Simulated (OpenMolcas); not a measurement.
# Ni III: CASPT2 settings compared

```yaml
Program: OpenMolcas 26.06
Basis: ANO-RCC-VTZP [6s5p3d2f1g]
Scalar_Hamiltonian: DKH3, point nucleus
Active_space: 8 electrons in 5 orbitals (3d)
State_averaging: 2S+1 = 3 even, 10 roots; 2S+1 = 1 even, 14 roots kept (CI in the orbitals of an earlier block)
Spin-orbit_coupling: RASSI with atomic mean-field integrals over the reference wave functions, term energies averaged over their components
```

Methods on the same reference wave functions:
A. CASSCF
B. SS-CASPT2, IPEA 0.15 Eh, imaginary shift 0.4 Eh (closed shells correlated: 3s 3p)
C. XMS-CASPT2, IPEA 0.1 Eh, imaginary shift 0.4 Eh (closed shells correlated: 2s 2p 3s 3p)
D. XMS-CASPT2, IPEA 0 Eh, imaginary shift 0.25 Eh (closed shells correlated: 3s 3p)

Energies in cm⁻¹ above 3d⁸ ³F₄, the measured ground level; measured values from Corliss and Sugar, J. Phys. Chem. Ref. Data 10, 197 (1981).

```
  Level      A      B      C      D  Measured
3d⁸ ³F₄    0.0    0.0    0.0    0.0       0.0
3d⁸ ³F₃   1344   1346   1346   1346      1361
3d⁸ ³F₂   2270   2250   2260   2260      2270
3d⁸ ¹D₂  17188  13660  14210  14330     14032
3d⁸ ³P₂  20794  16920  16920  16970     16662
3d⁸ ³P₁  21181  17270  17190  17220     16978
3d⁸ ³P₀  21513  17610  17520  17560     17231
3d⁸ ¹G₄  26668  23540  23840  23900     23109
```

Deviations, from unrounded energies. A percentage is the sum of absolute deviations over the sum of measured energies, with the sign that they share, or ± where signs differ.

```tsv
Against measurement	Levels	A	B	C	D
mean absolute deviation (cm-1)	7	2800	250	240	280
fine structure of the ground term (%)	2	±0.5	-0.9	-0.8	-0.8
other terms of the ground configuration (%)	5	+22.0	±2.0	+1.9	+2.2
```

B, C lie about equally close to measurement and A furthest from it. The largest miss of C in the table is 3d⁸ ¹G₄, by +730 cm-1. The ranking rests on the paired levels alone, and a cruder setting can come out closer through cancelling errors.

Among B to D the level of the table that moves most is 3d⁸ ¹D₂, by 660 cm-1 (lowest in B, highest in D). Moves below CASPT2's spread within the term are not significant.

The mean deviations of B to D differ by less than CASPT2's widest spread within a term (1100 cm-1), so their order carries little weight.

From A to B the spin-free energies of the other terms of 3d⁸ shown, above ³F, scale by factors of 0.79 to 0.88, as is usual when dynamic correlation screens the repulsion within a d or f shell.

The lowest spin-free term lies below A's lowest term by 0.631 hartree in B, 0.685 hartree in C, 0.640 hartree in D.

CASPT2 breaks the degeneracy within a term, and the mean is taken; among the terms shown or strongly mixed into the levels shown the widest spread is 1100 cm-1 (3d⁸ ³F, B). Terms from blocks run as CI alone lack orbitals of their own. Without dynamic correlation excited terms often stand tens of per cent too high (terms of higher spin than the ground term too low), and those without a measured partner can miss by more than the paired ones (holds for A). Some levels mix across a computed gap that differs much from the measured one, so their mixing is not that of the real levels (holds for A). Computed and measured levels are paired by configuration, term and J; levels that our copy of the source lacks, or whose pairing is in doubt (as where it misses far off the trend of its configuration), stay unpaired and out of the deviations. Levels of configurations outside the active space are missing.
